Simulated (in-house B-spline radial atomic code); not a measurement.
A fraction x of an electron is removed from 3d in Mn⁴⁺, starting from [Ar] 3d3 and keeping the highest spin. Level of theory: non-relativistic TPSS, spin-polarised, spherical fractional occupations, point nucleus; calculated with an all-electron radial atomic-structure program (B-spline basis).

```json
{"x": "0", "E(x) - E(0) (eV)": "0.0000", "3d up level (eV)": "-62.445"}
{"x": "0.05", "E(x) - E(0) (eV)": "3.1480", "3d up level (eV)": "-63.474"}
{"x": "0.13", "E(x) - E(0) (eV)": "8.2921", "3d up level (eV)": "-65.132"}
{"x": "0.33", "E(x) - E(0) (eV)": "21.7372", "3d up level (eV)": "-69.332"}
{"x": "0.38", "E(x) - E(0) (eV)": "25.2303", "3d up level (eV)": "-70.394"}
{"x": "0.5", "E(x) - E(0) (eV)": "33.8315", "3d up level (eV)": "-72.963"}
{"x": "0.52", "E(x) - E(0) (eV)": "35.2950", "3d up level (eV)": "-73.394"}
{"x": "0.67", "E(x) - E(0) (eV)": "46.5478", "3d up level (eV)": "-76.650"}
{"x": "0.81", "E(x) - E(0) (eV)": "57.4937", "3d up level (eV)": "-79.727"}
{"x": "0.89", "E(x) - E(0) (eV)": "63.9428", "3d up level (eV)": "-81.501"}
{"x": "1", "E(x) - E(0) (eV)": "73.0429", "3d up level (eV)": "-83.960"}
```

The exact functional would give a straight line between the two integer points. Deviations E(x) - E(0) - x[E(1) - E(0)], in eV: -0.504 at x = 0.05, -1.203 at x = 0.13, -2.367 at x = 0.33, -2.526 at x = 0.38, -2.69 at x = 0.5, -2.687 at x = 0.52, -2.391 at x = 0.67, -1.671 at x = 0.81, -1.065 at x = 0.89.

The curve lies below the straight line by up to 2.69 eV (at x = 0.5): convex, the delocalisation error that favours fractional charges.

(1) How well does Slater's transition state (minus the level at half occupation) give the ionisation energy?

Results:

(1) It gives 72.963 eV against 73.043 eV from the two total energies; NIST lists 72.41 eV, ground level to ground level.
